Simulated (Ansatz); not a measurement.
`BB(C)O` + H₂ → `BBO` + CH₄ at 600 K and 1 bar (hydrogenolysis of a B–C bond).

Program: Ansatz. Geometries: PBE0-D4/def2-TZVP. ΔE: electronic, gas phase. CCSD(T)/CBS is the MP2 limit (def2-TZVPP, def2-QZVPP) plus CCSD(T) − MP2 in def2-TZVPP, frozen cores. This one scheme is used for every species. Each species was taken in one conformer, which may not be the lowest.

```json
{"species": "`BB(C)O`", "CCSD(T)/CBS energy (Eh)": "-166.44417", "H − E (kJ/mol)": "252.4", "S (J/(mol·K))": "397.3"}
{"species": "H₂", "CCSD(T)/CBS energy (Eh)": "-1.17544", "H − E (kJ/mol)": "43.9", "S (J/(mol·K))": "150.8"}
{"species": "`BBO`", "CCSD(T)/CBS energy (Eh)": "-127.16606", "H − E (kJ/mol)": "163.4", "S (J/(mol·K))": "327.8"}
{"species": "CH₄", "CCSD(T)/CBS energy (Eh)": "-40.46206", "H − E (kJ/mol)": "140.4", "S (J/(mol·K))": "215.7"}
```

H − E and S are ideal-gas, rigid-rotor, harmonic terms from PBE0-D4/def2-TZVP, for one conformer and one mirror image of each species. The MP2-based limit puts H₂ 0.8 mEh under its directly extrapolated value; such offsets cancel only in part. 1 Eh = 2625.50 kJ/mol, R = 8.31446 J/(mol·K).

By hand: ΔE, ΔH, ΔS and ΔG.

ΔE = (-127.16606) + (-40.46206) − (-166.44417) − (-1.17544) = -0.00851 Eh = -22.3 kJ/mol. Δ(H − E) = 163.4 + 140.4 − 252.4 − 43.9 = 7.5, so ΔH = -14.8 kJ/mol. ΔS = 327.8 + 215.7 − 397.3 − 150.8 = -4.6 J/(mol·K). ΔG = -14.8 − 600 × (-4.6)/1000 = -12.0 kJ/mol.

By hand: the equilibrium constant, and the temperature at which ΔG would vanish if ΔH and ΔS stayed fixed.

log₁₀ K = −ΔG/(RT ln 10) = 1.0. ΔG = 0 at ΔH/ΔS = 3217 K, far beyond where these terms or the molecules hold.

The number of gas molecules stays the same, so ΔS is small and ΔH decides. A doubt of 5 kJ/mol in ΔE shifts log₁₀ K by 0.4 here. Other conformers and mirror images would add mixing entropy, several J/(mol·K) or more a flexible species. Modes under 60 cm⁻¹, often nearly free rotors, make the harmonic entropy too high. These are equilibria of isolated gas molecules and say nothing of rates. Largest T1 diagnostic: 0.013 (customary marks: 0.02 for closed shells, 0.045 for open ones).
